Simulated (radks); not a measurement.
Initial-state core-level shifts of the ruthenium ion Ru+ when its valence configuration changes from [Kr] 4d7. All-electron calculation, Dirac Kohn-Sham, PBE, spin-unpolarised, spherical densities, point nucleus; open shells fill j = l - 1/2 first. Program: a radial shooting solver on a logarithmic mesh with Libxc functionals. Shifts are changes of the shell-averaged eigenvalues in eV (positive: less bound).

valence,1s,2s,2p,3p
4d5 5s2,-8.200,-8.763,-8.726,-8.579
4d6 5p1,-5.109,-5.330,-5.312,-5.281
4d6 5s1,-3.857,-4.110,-4.093,-4.043
4d5 5p2,-10.606,-11.125,-11.084,-10.971
4d5 5s1 5p1,-9.429,-9.969,-9.930,-9.799
4d6 5s0.5 5p0.5,-4.490,-4.727,-4.709,-4.669
4d5.5 5s0.5 5p1,-7.214,-7.588,-7.559,-7.485
4d4.5 5s0.5 5p2,-12.912,-13.617,-13.563,-13.379
4d6.5 5s0.5,-1.863,-1.983,-1.974,-1.955
